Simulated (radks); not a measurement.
Values are calculated unless marked as measured or tabulated.
The nuclear charge of the iodine ion I2+ is varied continuously with 51 electrons held in [Kr] 4d10 5s2 5p3. Level of theory: Dirac Kohn-Sham, PBE, spin-unpolarised, spherical densities, finite nucleus; open shells fill j = l - 1/2 first; Fermi nuclear charge, rms radius 4.75 fm (a radial shooting solver on a logarithmic mesh with Libxc functionals). By the Hellmann-Feynman theorem dE/dZ = E(electron-nucleus)/Z, the electronic potential at the nucleus (averaged over a nucleus of fixed radius).

Z = 52: E (hartree) -6796.26885; E(electron-nucleus)/Z (hartree) -317.180; HOMO 5p3/2; e(HOMO) (eV) -13.255; <r> HOMO (bohr) 2.521
Z = 52.25: E (hartree) -6875.82929; E(electron-nucleus)/Z (hartree) -319.303; HOMO 5p3/2; e(HOMO) (eV) -15.756; <r> HOMO (bohr) 2.440
Z = 52.5: E (hartree) -6955.92063; E(electron-nucleus)/Z (hartree) -321.428; HOMO 5p3/2; e(HOMO) (eV) -18.371; <r> HOMO (bohr) 2.366
Z = 52.75: E (hartree) -7036.54326; E(electron-nucleus)/Z (hartree) -323.554; HOMO 5p3/2; e(HOMO) (eV) -21.095; <r> HOMO (bohr) 2.299
Z = 53: E (hartree) -7117.69757; E(electron-nucleus)/Z (hartree) -325.681; HOMO 5p3/2; e(HOMO) (eV) -23.924; <r> HOMO (bohr) 2.238
Z = 53.25: E (hartree) -7199.38402; E(electron-nucleus)/Z (hartree) -327.811; HOMO 5p3/2; e(HOMO) (eV) -26.854; <r> HOMO (bohr) 2.182
Z = 53.5: E (hartree) -7281.60313; E(electron-nucleus)/Z (hartree) -329.942; HOMO 5p3/2; e(HOMO) (eV) -29.884; <r> HOMO (bohr) 2.129
Z = 53.75: E (hartree) -7364.35540; E(electron-nucleus)/Z (hartree) -332.076; HOMO 5p3/2; e(HOMO) (eV) -33.012; <r> HOMO (bohr) 2.080
Z = 54: E (hartree) -7447.64140; E(electron-nucleus)/Z (hartree) -334.212; HOMO 5p3/2; e(HOMO) (eV) -36.234; <r> HOMO (bohr) 2.035

The central difference of E at Z = 53 is -325.682 hartree, to compare with the third column; the second derivative is -8.51 hartree.
